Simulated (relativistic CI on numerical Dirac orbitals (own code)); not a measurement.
Energy levels of La⁵⁵⁺

Calculated at this level of theory: Dirac-Coulomb-Breit CI, KLI orbitals optimised for each configuration, a model potential for QED, unscaled Slater integrals (own radial code, finite nucleus).

CI space: 1s2, 1s.2s, 1s.2p, 1s.3s, 1s.3p, 1s.3d, 1s.4s, 1s.4p, 1s.4d, 1s.4f, 1s.5s, 1s.5p, 1s.5d, 1s.5f, 1s.5g, 1s.6s, 1s.6p, 1s.6d, 2s2. Levels of other configurations are missing.

| No. | Configuration | Term | J | E (10³ cm⁻¹) | % | jj configuration (%) |
| --- | --- | --- | --- | --- | --- | --- |
| 1 | 1s2 | 1S | 0 | 0 | 100 | closed (100) |
| 2 | 1s.2s | 3S | 1 | 272246 | 100 | 1s 2s (100) |
| 3 | 1s.2p | 3P° | 1 | 272914 | 70 | 1s 2p1/2 (100) |
| 4 | 1s.2p | 3P° | 0 | 272987 | 100 | 1s 2p1/2 (100) |
| 5 | 1s.2s | 1S | 0 | 273000 | 100 | 1s 2s (100) |
| 6 | 1s.2p | 3P° | 2 | 276886 | 100 | 1s 2p3/2 (100) |
| 7 | 1s.2p | 1P° | 1 | 277188 | 70 | 1s 2p3/2 (100) |
| 8 | 1s.3s | 3S | 1 | 323875 | 100 | 1s 3s (100) |
| 9 | 1s.3p | 3P° | 1 | 324056 | 70 | 1s 3p1/2 (100) |
| 10 | 1s.3p | 3P° | 0 | 324076 | 100 | 1s 3p1/2 (100) |
| 11 | 1s.3s | 1S | 0 | 324076 | 100 | 1s 3s (100) |
| 12 | 1s.3p | 3P° | 2 | 325237 | 100 | 1s 3p3/2 (100) |
| 13 | 1s.3d | 3D | 2 | 325307 | 60 | 1s 3d3/2 (100) |
| 14 | 1s.3d | 3D | 1 | 325322 | 100 | 1s 3d3/2 (100) |
| 15 | 1s.3p | 1P° | 1 | 325324 | 70 | 1s 3p3/2 (100) |
| 16 | 1s.3d | 3D | 3 | 325673 | 100 | 1s 3d5/2 (100) |
| 17 | 1s.3d | 1D | 2 | 325686 | 60 | 1s 3d5/2 (100) |
| 18 | 1s.4s | 3S | 1 | 341698 | 100 | 1s 4s (100) |
| 19 | 1s.4p | 3P° | 1 | 341772 | 70 | 1s 4p1/2 (100) |
| 20 | 1s.4p | 3P° | 0 | 341780 | 100 | 1s 4p1/2 (100) |
| 21 | 1s.4s | 1S | 0 | 341780 | 100 | 1s 4s (100) |
| 22 | 1s.4p | 3P° | 2 | 342268 | 100 | 1s 4p3/2 (100) |
| 23 | 1s.4d | 3D | 2 | 342298 | 60 | 1s 4d3/2 (100) |
| 24 | 1s.4d | 3D | 1 | 342304 | 100 | 1s 4d3/2 (100) |
| 25 | 1s.4p | 1P° | 1 | 342305 | 69 | 1s 4p3/2 (100) |
| 26 | 1s.4d | 3D | 3 | 342452 | 100 | 1s 4d5/2 (100) |
| 27 | 1s.4f | 3F° | 3 | 342454 | 57 | 1s 4f5/2 (100) |
| 28 | 1s.4f | 3F° | 2 | 342457 | 100 | 1s 4f5/2 (100) |
| 29 | 1s.4d | 1D | 2 | 342458 | 60 | 1s 4d5/2 (100) |
| 30 | 1s.4f | 3F° | 4 | 342531 | 100 | 1s 4f7/2 (100) |

Energies count from the lowest computed level; ° marks odd parity. Filled j subshells are mostly left out of the jj labels.

The mean weight of the leading LS term, summed over parents, in these 30 levels is 87 %, and that of the leading jj configuration (from the same eigenvectors) 100 %, so jj coupling describes them better and the LS labels are nominal.

At this charge energies of transitions that change n are usually good to better than 1 %, and those within a shell (Δn = 0) to a few per cent.

LS names give the leading component of a level, which can be under half, so a name can repeat, a term be missing and a line seem to break the LS rules.
